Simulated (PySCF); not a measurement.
Telling isomers of C6H14O2Si apart by NMR

PySCF 2.14.0 with density-fitted response routines calculation with geometry: GFN2-xTB and shieldings: GIAO PBE0/pcSseg-1; non-relativistic Hamiltonian, isolated molecule, one averaged value for each set of equivalent atoms, single conformer.

References, each an isolated molecule treated in the same way: $^{1}$H (σref 31.72) and $^{13}$C (σref 186.93) against TMS. Where no couplings were computed, multiplicities follow the n + 1 count of equivalent neighbours, and m marks all less simple cases (inequivalent or close neighbours, rings, F or P nearby). Shifts are as computed. Against solution values, carbons near 30 ppm lie about +3 ppm off and those near 130 ppm about +5 ppm. Of 1211 compounds with measured shifts, 218 miss one by over three times the rms of a fit or turn the order of signals round; such compounds aren't used in these exercises.

(1) Tabulate the signals of `CC(C)(C)CC(=O)O[SiH3]`, `CCC(=O)[SiH2]OC(C)C` and their relative energies.

(2) What is the quickest way to tell CC(C)(C)CC(=O)O[SiH3] from CCC(=O)[SiH2]OC(C)C?

Results:

(1) 
| SMILES | carbon types | δC | δH | E rel. (kcal/mol) |
| --- | --- | --- | --- | --- |
| CC(C)(C)CC(=O)O[SiH3] | 2×C 1×CH2 3×CH3 | 180.3, 52.1, 33.8, 30.9 | 4.78 (s, 3H), 2.25 (s, 2H), 1.10 (s, 9H) | 0.0 |
| CCC(=O)[SiH2]OC(C)C | 1×C 1×CH 1×CH2 3×CH3 | 249.9, 70.3, 49.4, 26.6, 8.1 | 4.67 (s, 2H), 4.06 (sept, 1H), 3.00 (q, 2H), 1.34 (d, 6H), 1.03 (t, 3H) | 17.9 |

Energies are electronic energies at PBE0/pcSseg-1 on these geometries, without zero-point or thermal terms, each for the one conformer computed, which needn't be the lowest.

(2) Count the carbon signals: 4 against 5. The first has a carbonyl carbon (C) at 180.3 ppm, the second a carbonyl carbon (C) at 249.9 ppm.
